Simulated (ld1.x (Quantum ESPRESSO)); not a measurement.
# Reading a pseudo-wave (fluorine)

Columns: radius, all-electron u(r) and pseudo u(r) of the 2s shell (level -29.90 eV) of fluorine in the configuration [He] 2s2 2p5; PBE, scalar-relativistic, PAW scheme, ld1.x (Quantum ESPRESSO) 7.5.

```json
{"r (bohr)": "0.103", "all-electron": "0.4463", "pseudo": "-0.1050"}
{"r (bohr)": "0.205", "all-electron": "0.1555", "pseudo": "-0.2443"}
{"r (bohr)": "0.308", "all-electron": "-0.2579", "pseudo": "-0.4323"}
{"r (bohr)": "0.410", "all-electron": "-0.5991", "pseudo": "-0.6437"}
{"r (bohr)": "0.513", "all-electron": "-0.8341", "pseudo": "-0.8374"}
{"r (bohr)": "0.615", "all-electron": "-0.9663", "pseudo": "-0.9663"}
{"r (bohr)": "0.718", "all-electron": "-1.0208", "pseudo": "-1.0208"}
{"r (bohr)": "0.820", "all-electron": "-1.0194", "pseudo": "-1.0194"}
{"r (bohr)": "0.923", "all-electron": "-0.9816", "pseudo": "-0.9816"}
{"r (bohr)": "1.025", "all-electron": "-0.9224", "pseudo": "-0.9224"}
{"r (bohr)": "1.128", "all-electron": "-0.8509", "pseudo": "-0.8509"}
{"r (bohr)": "1.230", "all-electron": "-0.7754", "pseudo": "-0.7754"}
{"r (bohr)": "1.332", "all-electron": "-0.6997", "pseudo": "-0.6997"}
{"r (bohr)": "1.435", "all-electron": "-0.6259", "pseudo": "-0.6259"}
{"r (bohr)": "1.538", "all-electron": "-0.5565", "pseudo": "-0.5565"}
{"r (bohr)": "1.640", "all-electron": "-0.4931", "pseudo": "-0.4931"}
{"r (bohr)": "1.743", "all-electron": "-0.4346", "pseudo": "-0.4346"}
{"r (bohr)": "1.845", "all-electron": "-0.3824", "pseudo": "-0.3824"}
{"r (bohr)": "1.948", "all-electron": "-0.3351", "pseudo": "-0.3351"}
{"r (bohr)": "2.050", "all-electron": "-0.2935", "pseudo": "-0.2935"}
{"r (bohr)": "2.153", "all-electron": "-0.2562", "pseudo": "-0.2562"}
{"r (bohr)": "2.255", "all-electron": "-0.2236", "pseudo": "-0.2236"}
{"r (bohr)": "2.358", "all-electron": "-0.1947", "pseudo": "-0.1947"}
{"r (bohr)": "2.460", "all-electron": "-0.1695", "pseudo": "-0.1695"}
{"r (bohr)": "2.562", "all-electron": "-0.1475", "pseudo": "-0.1475"}
{"r (bohr)": "2.665", "all-electron": "-0.1280", "pseudo": "-0.1280"}
```

**Question.** How many radial nodes do the two functions have?

**Answer.** The all-electron 2s function has n − l − 1 = 1; the pseudo-wave has 0, since the states of the same l below it are removed with the core.

**Question.** At about which radius was the pseudo-wave matched?

**Answer.** 0.60 bohr, where the columns begin to agree (steps of 0.10 bohr).

**Question.** Is the pseudo-wave norm-conserving?

**Answer.** No, it belongs to a PAW set: the norm inside the radius is not constrained, and the difference is carried by the augmentation charge.
